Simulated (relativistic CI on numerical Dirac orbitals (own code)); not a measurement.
## Pr³⁺: 5p photoemission

Computed with this model: Dirac-Coulomb-Breit CI, separate exchange-only KLI orbitals for each configuration, model QED (radiative potential, 1s self-energy scaled to tabulated hydrogen-like ionisation energies), valence Slater integrals scaled by 0.9, multiplet model of photoemission in the sudden approximation; configurations [Xe] 4f2 → [Kr] 4d10 4f2 5s2 5p5; 300 K; Lorentzian 0.42 eV and Gaussian 0.5 eV FWHM. Energies are those of the free ion, without screening or charge transfer. The energies are binding energies and can lie tens of eV above those of solids. S is read from ⟨S²⟩ = S(S + 1).

Computed curve for free ion, scaled to 100 at the maximum (points under 2 are left out and the grid is thinned):

(Energy (eV), Intensity): (47.8, 2.0), (48.0, 2.4), (48.1, 2.6), (48.3, 3.2), (48.4, 3.6), (48.6, 4.7), (48.8, 6.6), (48.9, 8.1), (49.1, 13.4), (49.2, 18.0), (49.4, 31.7), (49.6, 46.8), (49.7, 51.5), (49.9, 51.7), (50.0, 48.8), (50.2, 45.2), (50.3, 47.6), (50.5, 64.3), (50.7, 87.4), (50.8, 95.5), (51.0, 100.0), (51.1, 97.8), (51.3, 85.5), (51.5, 65.7), (51.6, 56.8), (51.8, 45.1), (51.9, 41.0), (52.1, 32.4), (52.3, 24.1), (52.4, 21.1), (52.6, 17.6), (52.7, 16.4), (52.9, 14.8), (53.1, 15.6), (53.2, 17.0), (53.4, 19.6), (53.5, 20.0), (53.7, 20.0), (53.9, 23.9), (54.0, 28.8), (54.2, 42.8), (54.3, 48.6), (54.5, 49.1), (54.7, 38.2), (54.8, 33.4), (55.0, 31.6), (55.1, 34.2), (55.3, 40.7), (55.4, 41.4), (55.6, 34.7), (55.8, 23.9), (55.9, 19.7), (56.1, 13.9), (56.2, 11.7), (56.4, 7.9), (56.6, 5.2), (56.7, 4.2), (56.9, 3.0), (57.0, 2.6), (57.2, 2.0)

The ground state has S = 0.98, and the centroid lies at 52.15 eV.
